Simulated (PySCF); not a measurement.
# Si⁺ (silicon, charge +1) across methods

[Ne] 3s1 3p2, high-spin 4P determinant (an excited configuration). Computed with PySCF 2.14 in dyall-acv3z (19s12p6d4f, 113 functions), with the spin-free X2C one-electron Hamiltonian (Gaussian nucleus).

| method | E (hartree) | mean ε 2p β (eV) | mean ε 3s α (eV) | mean ε 3p α (eV) | Σ⟨r²⟩ (bohr²) | ⟨S²⟩ |
| --- | --- | --- | --- | --- | --- | --- |
| LDA | -288.3223 | -105.85 | -20.757 | -13.156 | 20.79 | 3.750 |
| M06-L | -289.4818 | -107.97 | -21.153 | -13.301 | 20.56 | 3.750 |
| PBE | -289.3508 | -105.75 | -20.748 | -13.206 | 20.73 | 3.750 |
| UHF | -289.03875 | -125.85 | -27.237 | -17.605 | 20.87 | 3.750 |
| BLYP | -289.5034 | -105.77 | -20.436 | -12.876 | 20.73 | 3.750 |
| PBE0 | -289.3790 | -111.07 | -22.494 | -14.409 | 20.69 | 3.750 |
| r2SCAN | -289.4825 | -107.75 | -21.302 | -13.518 | 20.62 | 3.750 |
| TPSSh | -289.5103 | -108.34 | -21.573 | -13.737 | 20.66 | 3.750 |
